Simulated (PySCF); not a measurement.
**Telling isomers of C5H11NSi apart by NMR**

Computed data (PySCF): structure optimised with GFN2-xTB, shieldings: GIAO PBE0/pcSseg-1. Averaged over atoms made equivalent by symmetry, fast rotation or ring inversion, no relativistic terms, gas phase, one conformer.

Scale: TMS for 1H, 13C (reference shieldings calculated alike). Where no couplings were computed, multiplicities follow the n + 1 count of equivalent neighbours, and m marks all less simple cases (inequivalent or close neighbours, rings, F or P nearby). Shifts are as computed. Against solution values, carbons near 30 ppm lie about +3 ppm off and those near 130 ppm about +5 ppm. Of 1313 compounds with measured shifts, 239 miss one by over three times the rms of a fit or turn the order of signals round; such compounds aren't used in these exercises. OH and NH positions are gas-phase values without hydrogen bonding to other molecules.

(1) Tabulate the signals of `C=N[SiH2]CC(=C)C`, `[H]/N=C/[SiH2]C1CCC1` and their relative energies.

(2) What is the quickest way to tell C=N[SiH2]CC(=C)C from [H]/N=C/[SiH2]C1CCC1?

Results:

(1) 
| SMILES | carbon types | δC | δH | E rel. (kcal/mol) |
| --- | --- | --- | --- | --- |
| C=N[SiH2]CC(=C)C | 1×C 3×CH2 1×CH3 | 171.0, 149.5, 116.0, 30.4, 27.1 | 8.76 (m, 1H), 8.64 (m, 1H), 5.06 (t, 2H), 5.02 (m, 1H), 4.93 (m, 1H), 2.15 (t, 2H), 1.97 (s, 3H) | 0.0 |
| [H]/N=C/[SiH2]C1CCC1 | 2×CH 3×CH2 | 191.0, 23.6, 20.5, 13.8 | 12.94 (br s, 1H), 9.36 (t, 1H), 4.43 (m, 2H), 2.53 (m, 2H), 2.29 (m, 1H), 2.21 (m, 1H), 1.97 (m, 1H), 1.76 (m, 2H) | 14.7 |

Energies are electronic energies at PBE0/pcSseg-1 on these geometries, without zero-point or thermal terms, each for the one conformer computed, which needn't be the lowest.

(2) Count the carbon signals: 5 against 4. The first has a C=N carbon (CH2) at 171.0 ppm, the second a C=N carbon (CH) at 191.0 ppm. In the proton spectra the most deshielded non-exchanging signals are 8.76 (m, 1H) and 9.36 (t, 1H).
